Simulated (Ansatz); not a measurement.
Total energies of Cu₃F₃ (the lowest singlet isomer of a short search) from Ansatz at r2SCAN-D4/def2-TZVP, gas phase (1 Eh = 27.2114 eV = 2625.5 kJ/mol). The reference geometry is relaxed at r2SCAN-D4/def2-SVP.

Cartesian coordinates in Å:
```
Cu -0.0698 0.9357 -1.0283
Cu 0.5923 -1.2404 -0.2257
Cu -0.5220 0.3035 1.2551
F 0.1070 -1.4412 1.5831
F -0.9132 1.9084 0.3461
F 0.8057 -0.4659 -1.9302
```

```
                 state                       geometry  energy (Eh)
      charge 0 singlet                      reference  -5221.26497
      charge 1 doublet                      reference  -5220.94006
      charge 0 triplet  relaxed at r2SCAN-D4/def2-SVP  -5221.17649
      charge 0 quintet  relaxed at r2SCAN-D4/def2-SVP  -5221.08097
free Cu atom (doublet)                              –  -1640.46806
 free F atom (doublet)                              –    -99.72763
```

Problem. Work out the vertical ionisation energy to the doublet.

Solution. E(charge 1 doublet) − E(charge 0 singlet) = -5220.94006 − (-5221.26497) = 0.32491 Eh = 8.84 eV. For comparison, −ε of the highest occupied level is 5.71 eV at this level, 3.13 eV less.

Problem. Which of the charge 0 states is lowest, and how far above it are the others?

Solution. The singlet. triplet: -5221.17649 − (-5221.26497) = 0.08848 Eh = 232.3 kJ/mol; quintet: -5221.08097 − (-5221.26497) = 0.18400 Eh = 483.1 kJ/mol. The quintet differs in its bonds from the reference.

Problem. What is the binding energy per atom against free atoms?

Solution. Atoms: 3 × (-1640.46806) + 3 × (-99.72763) = -5220.58707 Eh. Binding: -5220.58707 − (-5221.26497) = 0.67790 Eh = 18.45 eV, or 3.07 eV for each of 6 atoms (no zero-point energy, no counterpoise term).

At r2SCAN-D4/def2-TZVP the gap within one spin of the charge 0 triplet nearly closes, so an electron or hole may be smeared out by delocalisation error. 

The structure comes from a short search, and lower isomers may exist.
